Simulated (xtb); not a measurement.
C$_{3}$H$_{7}$O (SMILES [CH2-]C(C)O), charge -1, singlet, geometry from GFN2-xTB, atoms displaced at random by about 0.1 Å a coordinate. Base run: GFN1-xTB (xtb).

Here is a job for xtb.
```
$ xtb mol.xyz --gfn 1 --chrg -1 --opt --json

# file mol.xyz
11

O      0.17960084     1.39508339    -0.11999049
C     -0.07373911     0.11877149     0.39648695
H      0.94280141     1.95575893     0.07871678
H      0.17110941     0.05237505     1.44420840
C     -1.40211812    -0.54780030    -0.06209883
C      0.97794070    -0.98385818    -0.16031295
H      1.26466013    -0.94780560    -1.36742790
H     -2.15881133    -0.04534804     0.40238699
H      2.12485336    -0.48942194     0.28669959
H     -1.26132000    -1.45423018     0.20928324
H      1.12703948    -1.87995026     0.34493860
```

Each row names what was changed in the base input (with any setting that the change needs).

```tsv
change	ΔE vs base (mEh)	optimiser steps
base	0.000	22
alpb = acetonitrile	[?]	15
alpb = cs2	[?]	15
engine = lbfgs	0.023	-
opt level = vtight	-0.001	28
engine = inertial	0.190	-
opt level = crude	0.306	7
opt level = loose	0.178	9
opt level = tight	0.000	23
opt level = lax	0.039	15
```

### Question
Fill in the missing entries.

### Answer

- alpb = acetonitrile, ΔE vs base (mEh): -96.186
- alpb = cs2, ΔE vs base (mEh): -66.943
